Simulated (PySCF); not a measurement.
Ga$_{2}$ (SMILES [Ga][Ga]), triplet (typed; the unrestricted solution is spin-contaminated), at a GFN2-xTB geometry (such geometries of metal compounds can be far from the true shape); B3LYP/STO-3G in PySCF.

Input for PySCF:
```python
from pyscf import gto, scf, dft

mol = gto.M(
    atom='''
Ga   -0.000000   -0.000000   -1.361419
Ga    0.000000    0.000000    1.361419
''',
    basis='sto-3g',
    charge=0,
    spin=2,
    verbose=4,
)

mf = dft.UKS(mol)
mf.xc = 'b3lyp'
mf.kernel()
```

The log (banner, timings and long lists left out):

```
PySCF version 2.14.0

[INPUT] verbose = 4
[INPUT] num. atoms = 2
[INPUT] num. electrons = 62
[INPUT] charge = 0
[INPUT] spin (= nelec alpha-beta = 2S) = 2
[INPUT] symmetry False subgroup None
[INPUT] Mole.unit = angstrom
[INPUT] Symbol           X                Y                Z      unit          X                Y                Z       unit  Magmom
[INPUT]  1 Ga     0.000000000000   0.000000000000  -1.361419000000 AA    0.000000000000   0.000000000000  -2.572709050779 Bohr   0.0
[INPUT]  2 Ga     0.000000000000   0.000000000000   1.361419000000 AA    0.000000000000   0.000000000000   2.572709050779 Bohr   0.0

nuclear repulsion = 186.768107281491
number of shells = 16
number of NR pGTOs = 108
number of NR cGTOs = 36
basis = sto-3g
ecp = {}

******** <class 'pyscf.dft.uks.UKS'> ********
method = UKS
initial guess = minao
damping factor = 0
level_shift factor = 0
DIIS = <class 'pyscf.scf.diis.CDIIS'>
diis_start_cycle = 1
diis_space = 8
diis_damp = 0
SCF conv_tol = 1e-09
SCF conv_tol_grad = None
SCF max_cycles = 50
direct_scf = True
direct_scf_tol = 1e-13
number electrons alpha = 32  beta = 30
XC library pyscf.dft.libxc version 7.1.2
    S. Lehtola, C. Steigemann, M. J. T. Oliveira, and M. A. L. Marques,  SoftwareX 7, 1–5 (2018)
XC functionals = b3lyp
    P. J. Stephens, F. J. Devlin, C. F. Chabalowski, and M. J. Frisch,  J. Phys. Chem. 98, 11623 (1994)
radial grids:
    Treutler-Ahlrichs [JCP 102, 346 (1995); DOI:10.1063/1.469408] (M4) radial grids

becke partition: Becke, JCP 88, 2547 (1988); DOI:10.1063/1.454033
pruning grids: <function nwchem_prune>
grids dens level: 3
symmetrized grids: False
atomic radii adjust function: <function treutler_atomic_radii_adjust>
small_rho_cutoff = 0
Set gradient conv threshold to 3.16228e-05
tot grids = 41808
init E= -3799.90667724551

cycle= 1 E= -3803.89011380884  delta_E= -3.98  |g|= 0.302  |ddm|= 1.43

cycle= 2 E= -3790.22342917444  delta_E= 13.7  |g|= 1.19  |ddm|= 5.34
cycle= 3 E= -3804.29313031684  delta_E= -14.1  |g|= 0.173  |ddm|= 4.99
cycle= 4 E= -3804.15042450782  delta_E= 0.143  |g|= 0.363  |ddm|= 0.851
cycle= 5 E= -3804.25552288232  delta_E= -0.105  |g|= 0.253  |ddm|= 0.398
cycle= 6 E= -3804.30214447106  delta_E= -0.0466  |g|= 0.176  |ddm|= 0.347
cycle= 7 E= -3804.31688193233  delta_E= -0.0147  |g|= 0.141  |ddm|= 0.131
cycle= 8 E= -3804.33231987355  delta_E= -0.0154  |g|= 0.0841  |ddm|= 0.196
cycle= 9 E= -3804.34266483606  delta_E= -0.0103  |g|= 0.00921  |ddm|= 0.343
cycle= 10 E= -3804.34331812406  delta_E= -0.000653  |g|= 0.00395  |ddm|= 0.121
cycle= 11 E= -3804.34332778959  delta_E= -9.67e-06  |g|= 0.00061  |ddm|= 0.00971
cycle= 12 E= -3804.34332965797  delta_E= -1.87e-06  |g|= 0.000182  |ddm|= 0.00555
cycle= 13 E= -3804.34332989661  delta_E= -2.39e-07  |g|= 0.000163  |ddm|= 0.00129
cycle= 14 E= -3804.34332993497  delta_E= -3.84e-08  |g|= 0.000152  |ddm|= 0.000205
cycle= 15 E= -3804.34332949417  delta_E= 4.41e-07  |g|= 0.000144  |ddm|= 0.00241
cycle= 16 E= -3804.3433268269  delta_E= 2.67e-06  |g|= 8.94e-05  |ddm|= 0.0245
cycle= 17 E= -3804.34332680624  delta_E= 2.07e-08  |g|= 8.49e-05  |ddm|= 0.00616
cycle= 18 E= -3804.34332697703  delta_E= -1.71e-07  |g|= 8.49e-05  |ddm|= 0.00144
cycle= 19 E= -3804.34332673596  delta_E= 2.41e-07  |g|= 8.49e-05  |ddm|= 0.00202
cycle= 20 E= -3804.34332049055  delta_E= 6.25e-06  |g|= 0.000121  |ddm|= 0.0529
cycle= 21 E= -3804.34330684329  delta_E= 1.36e-05  |g|= 0.000632  |ddm|= 0.109
cycle= 22 E= -3804.34322137692  delta_E= 8.55e-05  |g|= 0.00403  |ddm|= 0.228
cycle= 23 E= -3804.3431745533  delta_E= 4.68e-05  |g|= 0.00516  |ddm|= 0.0528
cycle= 24 E= -3804.34315553068  delta_E= 1.9e-05  |g|= 0.00555  |ddm|= 0.0206
cycle= 25 E= -3804.3430395722  delta_E= 0.000116  |g|= 0.00751  |ddm|= 0.0989
cycle= 26 E= -3804.34321312873  delta_E= -0.000174  |g|= 0.00419  |ddm|= 0.142
cycle= 27 E= -3804.34301045036  delta_E= 0.000203  |g|= 0.0079  |ddm|= 0.178
cycle= 28 E= -3804.34328354551  delta_E= -0.000273  |g|= 0.00159  |ddm|= 0.287
cycle= 29 E= -3804.34329405192  delta_E= -1.05e-05  |g|= 0.000286  |ddm|= 0.0124
cycle= 30 E= -3804.34328927523  delta_E= 4.78e-06  |g|= 0.000247  |ddm|= 0.0585
cycle= 31 E= -3804.34328533676  delta_E= 3.94e-06  |g|= 0.000339  |ddm|= 0.0488
cycle= 32 E= -3804.34327576634  delta_E= 9.57e-06  |g|= 0.00087  |ddm|= 0.11
cycle= 33 E= -3804.34327729999  delta_E= -1.53e-06  |g|= 0.000915  |ddm|= 0.0317
cycle= 34 E= -3804.34327643508  delta_E= 8.65e-07  |g|= 0.000914  |ddm|= 0.0148
cycle= 35 E= -3804.34327539949  delta_E= 1.04e-06  |g|= 0.000208  |ddm|= 0.0742
cycle= 36 E= -3804.34326338419  delta_E= 1.2e-05  |g|= 0.00114  |ddm|= 0.179
cycle= 37 E= -3804.34326476091  delta_E= -1.38e-06  |g|= 0.00112  |ddm|= 0.0364
cycle= 38 E= -3804.34326662246  delta_E= -1.86e-06  |g|= 0.000951  |ddm|= 0.0144
cycle= 39 E= -3804.34326954871  delta_E= -2.93e-06  |g|= 0.000416  |ddm|= 0.00505
cycle= 40 E= -3804.34326968837  delta_E= -1.4e-07  |g|= 0.000338  |ddm|= 0.00293
cycle= 41 E= -3804.34326315341  delta_E= 6.53e-06  |g|= 0.000661  |ddm|= 0.241
cycle= 42 E= -3804.34326435833  delta_E= -1.2e-06  |g|= 0.000292  |ddm|= 0.0105
cycle= 43 E= -3804.34326116753  delta_E= 3.19e-06  |g|= 0.000832  |ddm|= 0.0941
cycle= 44 E= -3804.34326185399  delta_E= -6.86e-07  |g|= 0.00071  |ddm|= 0.0123
cycle= 45 E= -3804.34325181196  delta_E= 1e-05  |g|= 0.00176  |ddm|= 0.0672
cycle= 46 E= -3804.34326376659  delta_E= -1.2e-05  |g|= 0.000245  |ddm|= 0.0417
cycle= 47 E= -3804.34326391224  delta_E= -1.46e-07  |g|= 3.81e-05  |ddm|= 0.0192
cycle= 48 E= -3804.3432636275  delta_E= 2.85e-07  |g|= 0.000189  |ddm|= 0.064
cycle= 49 E= -3804.34326374416  delta_E= -1.17e-07  |g|= 7.94e-05  |ddm|= 0.00232
cycle= 50 E= -3804.34326376703  delta_E= -2.29e-08  |g|= 1.89e-05  |ddm|= 0.00337
SCF not converged.
SCF energy = -3804.34326376703 after 50 cycles  <S^2> = 2.7791853  2S+1 = 3.480911
```

Convergence was not reached.
